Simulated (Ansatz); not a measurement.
HO, charge -1, singlet, geometry from GFN2-xTB (a gas-phase anion, which may not be bound at this level); PBE0/STO-3G (Ansatz, a program for electronic structure).

Input for Ansatz:
Ansatz 0.2 input:
```yaml
crystal:
  periodic: [false, false, false]
  atoms:
    - {symbol: O, position_ang: [-0.00000000, -0.00000000, -0.10875384]}
    - {symbol: H, position_ang: [0.00000000, 0.00000000, 0.87003075]}
basis:
  gaussian:
    orbitals: STO-3G
hamiltonian:
  xc: pbe0
total_charge: -1
```

Question: What does Ansatz print? Leave out banner, timings and long lists.

Answer: 
```
Functional definition: PBE0
76 factors; integrals over basis functions are off by at most 1.0e-5 eV
mean field evaluation 1: about -2022.4812 eV, gradient 6.2e0 eV
mean field evaluation 2: about -2022.6203 eV, gradient 2.5e0 eV
mean field evaluation 4: about -2022.6459 eV, gradient 1.4e-1 eV
mean field evaluation 8: about -2022.6519 eV, gradient 2.5e-4 eV
mean field -2022.65188091 eV, -74.3310856208 hartree, gradient 1.7e-6 eV, S^2 0.000000; 0 other end points of the search recorded, 0 dependent functions left out
reference -2022.65188670 eV, -74.3310858336 hartree; 5, 5 occupied and 1, 1 virtual orbitals, 76 factors
Total energy: -2022.65188670 eV, -74.3310858336 hartree
```
